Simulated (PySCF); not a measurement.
**Ionisation energy of Mo by level of theory**

Mo [Kr] 4d5 5s1 (7S) → Mo⁺ [Kr] 4d5 (6S), as a difference of total energies. Computed with PySCF 2.14 in def2-TZVPPD with the def2 core potential (28 electrons), with scalar relativity through the core potential. Correlated levels: valence: 4s2 4p6 frozen; valence and next inner shell: nothing frozen outside the core potential. The calculations carry no spin-orbit coupling.

```json
{"method": "UHF", "ionisation energy (eV)": "6.269"}
{"method": "LDA", "ionisation energy (eV)": "7.782"}
{"method": "PBE", "ionisation energy (eV)": "7.513"}
{"method": "PBE0", "ionisation energy (eV)": "7.250"}
{"method": "r2SCAN", "ionisation energy (eV)": "7.574"}
{"method": "BP86", "ionisation energy (eV)": "7.672"}
{"method": "wB97M-V", "ionisation energy (eV)": "6.961"}
{"method": "B3LYP", "ionisation energy (eV)": "7.279"}
{"method": "CAM-B3LYP", "ionisation energy (eV)": "7.050"}
{"method": "MP2 (valence)", "ionisation energy (eV)": "6.797"}
{"method": "SCS-MP2 (valence)", "ionisation energy (eV)": "6.445"}
{"method": "MP2 (valence and next inner shell)", "ionisation energy (eV)": "7.114"}
{"method": "SCS-MP2 (valence and next inner shell)", "ionisation energy (eV)": "6.737"}
```

Task: How much does correlation contribute at MP2 (valence and next inner shell)?

Result: 7.114 − (6.269) = 0.845 eV, measured against UHF.

Errors of the correlated levels include the incompleteness of this basis and the frozen core.

For comparison: 7.092 eV (measured; NIST Atomic Spectra Database, ionization energies).
